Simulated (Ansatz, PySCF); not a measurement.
Caution: the highest occupied level lies above zero, so the state may not be bound. This triplet is an excited state, 1.00 eV above the relaxed singlet at the level frozen-core CCSD(T)/aug-cc-pVDZ // PBE0-D3(BJ)/def2-TZVPD (Ansatz, a first-principles code).

Cartesian coordinates (Å):
SMILES: [C](#N)[Al-][CH3]
```xyz
7

C     -1.1956    -0.0571    -0.0990
Al     0.3888    -0.0340     1.1380
C      2.1419     0.0620     0.2377
N      3.1909     0.1185    -0.2647
H     -2.1285    -0.1125     0.4706
H     -1.1625    -0.9225    -0.7694
H     -1.2329     0.8494    -0.7123
```
Charge -1, spin multiplicity 3.

Question: Predict the highest occupied spin orbital and total energy from PBE0-D3(BJ)/def2-TZVPD in PySCF.

Answer: 
| Quantity | Result |
|---|---|
| highest occupied spin orbital | 0.84 eV |
| total energy | -374.9747 Ha |
